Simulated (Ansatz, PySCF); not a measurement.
AsH3, SMILES [AsH3]. Atoms are numbered in the order given.

```xyz
4

As     0.0000     0.0000     0.0561
H     -1.0954    -0.6324    -0.7900
H      0.0000     1.2648    -0.7900
H      1.0954    -0.6324    -0.7900
```

Coordinates come from a PBE0-D3(BJ)/def2-TZVPD optimisation.

Two levels are set side by side: PBE-D3(BJ)/def2-TZVPD (Ansatz, a program for electronic structure) and PBE0-D3(BJ)/def2-TZVPD (Ansatz). Each level has its own optimised geometry; the coordinates shown are those of the second. Frequencies come from the Hessian of PySCF at each geometry. Differences are taken from unrounded values.

| quantity | PBE0-D3(BJ) |
|---|---|
| mean bond length (Å) | 1.522 |
| bond As1–H2 (Å) | 1.522 |
| bond As1–H3 (Å) | 1.522 |
| bond As1–H4 (Å) | 1.522 |
| highest harmonic wavenumber (cm⁻¹) | 2228 |
| mean harmonic wavenumber (cm⁻¹) | 1604 |
| zero-point energy (kcal/mol) | 13.75 |

Question: What does PBE-D3(BJ) give, and how far is it from PBE0-D3(BJ)? (An estimate is asked for; the answer gives what the named calculation found.)

Answer: 
| quantity | PBE-D3(BJ) | PBE-D3(BJ) minus PBE0-D3(BJ) |
|---|---|---|
| mean bond length (Å) | 1.536 | 0.014 |
| bond As1–H2 (Å) | 1.536 | 0.014 |
| bond As1–H3 (Å) | 1.536 | 0.014 |
| bond As1–H4 (Å) | 1.536 | 0.014 |
| highest harmonic wavenumber (cm⁻¹) | 2142 | -86 |
| mean harmonic wavenumber (cm⁻¹) | 1543 | -61 |
| zero-point energy (kcal/mol) | 13.23 | -0.52 |

GGA bonds tend to be longer and softer than those of functionals with exact exchange. Differences between two approximate levels are no errors against the true value.
